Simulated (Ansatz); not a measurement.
System: sum formula HSiO₂Cl₂, net charge -1, singlet state. It need not be the lowest isomer of its formula. Whether it binds its extra electron was not tested at this geometry. 
Structure (B3LYP-D3(BJ)/def2-TZVP (Ansatz, an electronic-structure program) minimum search):
```
Si
O 1 1.5371
O 1 1.6712 2 117.03
H 3 0.9627 1 106.98 2 0.00
Cl 1 2.1335 2 116.02 4 -121.09
Cl 1 2.1335 2 116.02 4 121.09
```
Charge -1, spin multiplicity 1.

Basis-set convergence of Hartree-Fock and CCSD(T) correlation energies (hartree) with Ansatz. Correlated levels leave the core frozen unless marked. No spin-orbit coupling. No relativistic terms. This anion needs diffuse functions, which these sets lack.

| basis | functions | E(HF) | E(corr, CCSD(T)) |
|---|---|---|---|
| cc-pV(D+d)Z | 102 | -1358.49927 | -0.79132 |
| cc-pV(T+d)Z | 191 | -1358.61280 | -1.05245 |
| cc-pV(Q+d)Z | 332 | -1358.63923 | -1.14376 |
| cc-pV(5+d)Z | 537 | ? | ? |

Question: Fill in the missing entries.

Answer: 
- cc-pV(5+d)Z, E(HF): -1358.64513
- cc-pV(5+d)Z, E(corr, CCSD(T)): -1.17544
